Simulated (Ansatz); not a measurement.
System: GeS (charge 0, singlet). 
Structure (B3LYP-D3(BJ)/def2-TZVP (Ansatz, a first-principles code) minimum search):
```
Ge
S 1 2.0285
```
Charge 0, spin multiplicity 1.

Basis-set convergence of Hartree-Fock and CCSD(T) correlation energies (hartree) with Ansatz. Correlated levels leave the core frozen unless marked. Spin-orbit coupling is left out. The frozen core is the preceding noble-gas configuration, with the filled d and f shells of earlier blocks. No relativistic terms.

```
basis        functions        E(HF)  E(corr, CCSD(T))
-----------  ---------  -----------  ----------------
def2-SVPD           65  -2472.54792          -0.24288
def2-TZVPPD        105  -2472.94373          -0.29385
def2-QZVPPD        174  -2472.99538          -0.31235
```

Extrapolating the two largest sets (X = 3 and 4) as X^-3: E(corr) = (64·(-0.31235) - 27·(-0.29385))/37 = -0.3259 Eh, an estimate of the basis-set limit. The largest set recovers 95.9 % of it, the smallest 74.5 %.
